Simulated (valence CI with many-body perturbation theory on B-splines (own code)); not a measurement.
Ge X in brief

Level of theory: relativistic CI+MBPT: five valence electrons over a frozen Dirac-Fock core [Ar], radial functions for each j: 7 s, 7 p, 8 d, 6 f, 4 g, 1 h, with the one-electron correlation potential Σ1 (screened to all orders), the two-electron term Σ2, the three-electron term Σ3, Breit, model QED; selected single and double excitations, second order for the rest, scaled by the run's own slope (own B-spline code, finite nucleus).

No measured levels were compared; by estimate terms of the open shell hold to 2 to 4 % of their energy, and close levels can change places. Only levels of the ground parity were solved; by the run's estimate the other parity begins above the list, which can be wrong where configurations are misplaced.

Rates and lifetimes use the calculated energies. Strong lines usually hold to 10 to 20 %, long lifetimes can be off by a factor of two.

(1) What is the ground level?

(2) What is the ionisation energy?

(3) How well does LS coupling describe the low levels?

(4) Name the longest-lived excited levels whose lifetime is computed, and their main decay.

Results:

(1) 3d⁵ ⁶S_5/2, composition 99 % 3d⁵ ⁶S, g = 1.998.

(2) 250.93 eV; NIST lists 252.1 ± 2.2 eV (theoretical).

(3) Among the lowest 20 levels the leading LS term, summed over configurations, holds 86 % on average. For single configurations the figures are 86 % in LS and 53 % in jj coupling. Terms mix most in the J = 5/2 level at 11.040 eV, where the leading one holds 57 %.

(4) 3d⁵ ⁴G_9/2 at 7.231 eV lives 1020 s, mostly by M1 to 3d⁵ ⁴G_11/2; 3d⁵ ⁴G_7/2 at 7.225 eV lives 648 s, mostly by M1 to 3d⁵ ⁴G_5/2. The lifetime of 3d⁵ ⁴G_11/2 is too uncertain to give, and may be longer.
